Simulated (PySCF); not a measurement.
Species: C₆H₁₂O₂Si₂.
Cartesian coordinates in Å at the GFN2-xTB level; atoms count from 1:
```
atom  x, y, z in Å
C1    -2.2767   -1.0636    0.2738
C2    -1.0234   -0.2050    0.3822
C3    -1.3058    1.2677    0.1317
O4    -2.2553    1.8772    0.5483
C5    -0.1970    1.8313   -0.7263
C6     0.8770    0.7469   -0.7701
Si7    2.2049    0.8006    0.6098
O8     2.3479   -0.8122    0.8649
Si9    1.3175   -1.8619    0.1395
C10    0.1027   -0.5788   -0.5878
H11   -2.0682   -2.0865    0.5789
H12   -3.0603   -0.6559    0.9084
H13   -2.6394   -1.0732   -0.7524
H14   -0.6539   -0.2520    1.4157
H15   -0.6232    2.0150   -1.7178
H16    0.1505    2.7900   -0.3409
H17    1.3790    0.7513   -1.7423
H18    3.5039    1.2715    0.1497
H19    1.7387    1.4107    1.8497
H20    2.0635   -2.5900   -0.8803
H21    0.7563   -2.6837    1.2025
H22   -0.3491   -0.8800   -1.5380
```

NICS is the negative of the GIAO shielding at a point without a nucleus: at the ring centre (0) and 1 Å above and below it (1); zz is the component along the ring normal. Level: GIAO PBE0/pcSseg-1 (PySCF, non-relativistic, gas phase) on the GFN2-xTB geometry, one conformer.

Ring bond lengths (Å), with Mayer bond orders in brackets: C2–C3 1.520 (0.94), C3–C5 1.511 (0.99), C5–C6 1.527 (1.00), C6–C10 1.546 (0.97), C10–C2 1.533 (0.94); C6–Si7 1.916 (0.85), Si7–O8 1.639 (0.93), O8–Si9 1.640 (0.94), Si9–C10 1.911 (0.85), C10–C6 1.546 (0.97).

Q: Give the NICS values of each ring in ppm.

A: 
```
             ring                                                      type  NICS(0)  NICS(1), two faces  NICS(1)zz, two faces  rms pucker (Å)  centre to ring atoms, mean (Å)
  C2–C3–C5–C6–C10            5-membered carbocycle; formal bonds all single      0.3         -3.1 / -2.1           -2.9 / -2.1            0.15                            1.28
C6–Si7–O8–Si9–C10  5-membered ring with O and 2 Si; formal bonds all single     -5.0         -2.7 / -2.7           -2.8 / -2.5            0.15                            1.46
```

Q: What can be read from them?

A: 
- C2–C3–C5–C6–C10: mean NICS(1)zz -2.5 ppm, near zero. C2, C5, C6, C10 have four or more neighbours, so the value isn't read as a sign of a π ring current.
- C6–Si7–O8–Si9–C10: mean NICS(1)zz -2.7 ppm, near zero. C6, Si7, Si9, C10 have four or more neighbours; no verdict on aromaticity is drawn.

Q: What is the mean of the two in-plane components of NICS at the first NICS(1) probe listed for ring C6–Si7–O8–Si9–C10, 1 Å off the ring?

A: The isotropic value is a third of the trace: (3 × -2.7 − (-2.8))/2 = -2.7 ppm.

Q: Give the inner angles of the rings and the Hirshfeld charges of the ring atoms.

A: 
- C2–C3–C5–C6–C10: C2 105.6° (-0.034 e), C3 108.6° (+0.172 e), C5 105.5° (-0.082 e), C6 104.7° (-0.117 e), C10 103.5° (-0.120 e); sum 527.8° against 540° for a flat convex ring.
- C6–Si7–O8–Si9–C10: C6 106.6° (-0.117 e), Si7 98.3° (+0.402 e), O8 120.4° (-0.319 e), Si9 97.9° (+0.405 e), C10 107.6° (-0.120 e); sum 530.9° against 540° for a flat convex ring.

Q: How shielded are the nuclei of the rings and their hydrogens (means over atoms taken as equivalent)?

A: 
| atoms | environment | σ isotropic (ppm) | principal values of the symmetric part, first atom (ppm) |
| --- | --- | --- | --- |
| C2 | sp3 carbon next to a carbonyl | 138.6 | 123.1, 134.2, 158.6 |
| C3 | ketone carbonyl carbon | -38.8 | -110.6, -68.0, 62.1 |
| C5 | sp3 carbon next to a carbonyl | 146.6 | 128.8, 142.9, 168.0 |
| C6 | sp3 carbon bound to silicon | 161.5 | 140.4, 163.2, 180.8 |
| Si7 | oxygen-bound silicon | 351.7 | 296.9, 341.8, 416.3 |
| O8 | siloxane oxygen | 303.3 | 234.4, 307.2, 368.1 |
| Si9 | oxygen-bound silicon | 346.9 | 294.2, 347.8, 398.7 |
| C10 | sp3 carbon bound to silicon | 149.1 | 128.6, 146.7, 171.8 |
| H14 | methine hydrogen | 30.01 | 25.6, 30.7, 33.8 |
| H15 | methylene hydrogen | 29.13 | 24.9, 27.0, 35.5 |
| H16 | methylene hydrogen | 29.38 | 24.6, 28.4, 35.1 |
| H17 | methine hydrogen | 29.63 | 25.6, 26.5, 36.8 |
| H18 | Si–H hydrogen | 26.60 | 22.8, 24.3, 32.7 |
| H19 | Si–H hydrogen | 26.82 | 23.7, 24.5, 32.3 |

The list is cut; further classes of hydrogen are left out.
